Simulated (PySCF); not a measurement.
# Mayer bond orders and bond lengths

Compound: C4H12ClFSi2.
Atom-mapped SMILES: `[CH3:1][CH2:2][SiH2:3][C@H:4]([F:5])[SiH2:6][CH2:7][Cl:8]` (hydrogens: H9, H10, H11 on C1; H12, H13 on C2; H14, H15 on Si3; H16 on C4; H17, H18 on Si6; H19, H20 on C7)

Structure used (GFN2-xTB), in Å, numbered top down from 1:
```
atom  x, y, z in Å
C1    -2.934    1.034   -0.141
C2    -2.578   -0.311   -0.772
Si3   -1.048   -1.142   -0.002
C4     0.458    0.044   -0.122
F5     0.565    0.478   -1.454
Si6    2.165   -0.662    0.382
C7     3.465    0.659   -0.082
Cl8    5.086    0.051    0.350
H9    -2.136    1.754   -0.297
H10   -3.842    1.437   -0.587
H11   -3.098    0.928    0.929
H12   -2.415   -0.165   -1.842
H13   -3.433   -0.983   -0.681
H14   -0.726   -2.374   -0.724
H15   -1.237   -1.407    1.429
H16    0.252    0.958    0.447
H17    2.455   -1.877   -0.376
H18    2.175   -0.881    1.827
H19    3.335    1.598    0.452
H20    3.485    0.870   -1.149
```

Bond orders from the PBE0/pcSseg-1 density (PySCF). One conformer (not necessarily the lowest) at the GFN2-xTB geometry, without solvent, vibrations or thermal averaging.

Task: Where do the orders between heavy atoms depart from those drawn in the SMILES?

Result: The largest departure is 0.225, at C4–F5 (drawn single, 0.775). Drawn single, order below 0.88: Si3–C4 (0.850), C4–F5 (0.775), C4–Si6 (0.863) and Si6–C7 (0.856).

Task: Give the Mayer order of every bond, beside its length.

Result: 
| bond | drawn as | length (Å) | Mayer order |
| --- | --- | --- | --- |
| C1–C2 | single | 1.527 | 1.048 |
| C2–Si3 | single | 1.903 | 0.935 |
| Si3–C4 | single | 1.921 | 0.850 |
| C4–F5 | single | 1.405 | 0.775 |
| C4–Si6 | single | 1.915 | 0.863 |
| Si6–C7 | single | 1.910 | 0.856 |
| C7–Cl8 | single | 1.785 | 0.955 |
| C1–H9 | single | 1.087 | 0.965 |
| C1–H10 | single | 1.089 | 0.968 |
| C1–H11 | single | 1.088 | 0.966 |
| C2–H12 | single | 1.092 | 0.942 |
| C2–H13 | single | 1.092 | 0.947 |
| Si3–H14 | single | 1.464 | 0.958 |
| Si3–H15 | single | 1.467 | 0.941 |
| C4–H16 | single | 1.096 | 0.922 |
| Si6–H17 | single | 1.461 | 0.964 |
| Si6–H18 | single | 1.462 | 0.944 |
| C7–H19 | single | 1.088 | 0.938 |
| C7–H20 | single | 1.088 | 0.935 |

Bonds between the same two heavy elements. C–Si: lowest Si3–C4 (0.850, 1.921 Å), highest C2–Si3 (0.935, 1.903 Å).

Task: Sum the orders of all bonds at each heavy atom with more than one neighbour and set the sums beside the valence in the SMILES.

Result: C1 3.947 (drawn 4), C2 3.872 (drawn 4), Si3 3.684 (drawn 4), C4 3.410 (drawn 4), Si6 3.627 (drawn 4), C7 3.684 (drawn 4). Orders between atoms that aren't bonded are not in these sums.

For a closed shell the Mayer order of atoms A and B is Σ (PS)μν (PS)νμ over the basis functions μ on A and ν on B, with P the density and S the overlap matrix.
